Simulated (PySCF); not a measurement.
# Does the structure fit the spectrum?

A compound C₅H₁₀O₂ gives the data below (simulated from a calculation) and was assigned the structure `COC(=O)C(C)C`.

¹³C{¹H} NMR (computed): δ 181.2 (C), 54.4 (CH3), 37.6 (CH2), 21.4 (CH2), 15.7 (CH3).

¹H NMR (600 MHz, computed): δ 3.60 (s, 3H), 2.31 (t, 2H), 1.66 (m, 2H), 0.92 (t, 3H).

PySCF 2.14 calculation with B97-2/pcSseg-2 with gauge-including orbitals and geometry from PBE0-D3(BJ)/def2-TZVP; relativity neglected, a single conformation, no solvent, rapidly exchanging positions averaged.

References, each an isolated molecule treated in the same way: ¹H (31.64 ppm) and ¹³C (185.38 ppm) against TMS.

(1) Compare with the shifts computed for the proposed structure, pairing carbons in order of shift.

(2) Which isomer fits?

Answers

(1) Atom-mapped SMILES (the numbers label the heavy atoms): `[CH3:1][O:2][C:3](=[O:4])[CH:5]([CH3:6])[CH3:7]`; H(Xn) means a hydrogen on atom n.

```json
{"atom": "C3", "computed for proposal": "185.7", "given list": "181.2", "difference": "+4.5"}
{"atom": "C1", "computed for proposal": "54.6", "given list": "54.4", "difference": "+0.2"}
{"atom": "C5", "computed for proposal": "38.5", "given list": "37.6", "difference": "+0.9"}
{"atom": "C6", "computed for proposal": "21.9", "given list": "21.4", "difference": "+0.5"}
{"atom": "C7", "computed for proposal": "21.9", "given list": "15.7", "difference": "+6.2"}
```

The rms difference is 3.4 ppm and the largest +6.2 ppm at C7 (methyl carbon). The proposal also would give 4 carbon signals, not 5. The carbon types in order of shift don't match either: C, CH3, CH, CH3, CH3 for the proposal against C, CH3, CH2, CH2, CH3 in the data. The proposal doesn't fit.

(2) SMILES COC(CCC)=O.

1. Carbon types of the structure: 1 × C, 2 × CH2, 2 × CH3, which accounts for all hydrogens.
2. δC 181.2: ester carbonyl carbon; lone-pair donation from the attached heteroatom keeps it upfield of a ketone carbonyl.
3. δC 54.4: methyl carbon bonded to O; pulled downfield by the heteroatom.
4. δC 15.7: methyl carbon; aliphatic region, no heteroatom directly attached.
5. δH 0.92: hydrogen on a methyl carbon; far from electronegative atoms and π systems.

The data come from this structure; uniqueness wasn't tested.

Shifts are as computed. Against solution values, carbons near 30 ppm lie about +3 ppm off and those near 130 ppm about +7 ppm. Of 1309 compounds with measured shifts, 239 miss one by over three times the rms of a fit or turn the order of signals round; such compounds aren't used in these exercises. Multiplicities follow the n + 1 count of equivalent neighbours, as no J values were calculated; m marks all less simple cases, F and P coupling included.
